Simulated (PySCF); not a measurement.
## Stretching MgCd

Set-up: Mg def2-SVPD, Cd def2-SVPD with ECP28; scalar-relativistic core potentials (PySCF 2.14). Energies in eV from Mg + Cd in their ground configurations at the same level. All curves are PBE0. state 1: ¹Σ⁺ (singlet), closed shell; state 2: triplet, unpaired electrons σ ↑, π ↑, a second solution, started from another occupation.

```tsv
R (Å)	state 1	state 2
3.073	-0.0184	1.8331
3.216	-0.0563	1.9224
3.359	-0.0753	2.0127
3.466	-0.0814	2.0767
3.573	-0.0827	2.1359
3.680	-0.0809	2.1893
3.823	-0.0755	2.2513
4.002	-0.0661	2.3145
4.216	-0.0541	2.3717
4.502	-0.0395	2.4233
```

Task: Put a parabola through the three lowest points of the state 1 curve and estimate Re, k and ωe (reduced mass 19.81 u; 1 eV/Å² = 0.16022 mdyn/Å; ωe = 1302.8·√(k/μ) cm⁻¹).

Result: Through R = 3.466, 3.573, 3.68 Å the second-order coefficient is 0.135 eV/Å², so Re ≈ 3.564 Å, k ≈ 0.0434 mdyn/Å and ωe ≈ 61 cm⁻¹. A polynomial fit of higher order to the unrounded PBE0 energies gives Re = 3.559 Å, k = 0.0463 mdyn/Å, ωe = 63.0 cm⁻¹; anharmonicity and rounding make the difference.

The higher-order fit for each curve: state 1: Re = 3.559 Å, ωe = 63.0 cm⁻¹, De = 0.083 eV. State 2 gave no clean fit.

Closed-shell solutions of metal pairs were not tested for spin polarisation, which can lower them a little. The bond is weak. Basis-set superposition, not corrected here, can be much of De in a small basis, most of all at correlated wavefunction levels. Functionals without a dispersion term scatter widely for such bonds, and LDA overbinds them.
